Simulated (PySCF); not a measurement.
Si(OMe)(NH2) (CH₅NOSi), SMILES CO[Si]N (connectivity only; charge and spin as stated), neutral, multiplicity 1.

The structure is a stationary point at B3LYP-D3(BJ)/def2-SVP. One conformer was computed; it need not be the lowest.

Method: ωB97X/def2-TZVP run with PySCF.

Symmetry labels are those of the subgroup Cs that the program uses (full group Cs).

Problem. List the valence orbital energies around the gap with their symmetry. (The exact figures need the calculation; the answer reports its results.)

Solution. 
```tsv
orbital	symmetry	energy (eV)
HOMO−7	A'	-16.66
HOMO−6	A'	-15.43
HOMO−5	A"	-15.33
HOMO−4	A'	-14.81
HOMO−3	A"	-11.33
HOMO−2	A'	-11.22
HOMO−1	A"	-10.40
HOMO	A'	-9.15
LUMO	A"	1.32
LUMO+1	A'	2.54
LUMO+2	A'	3.17
LUMO+3	A'	4.18
```
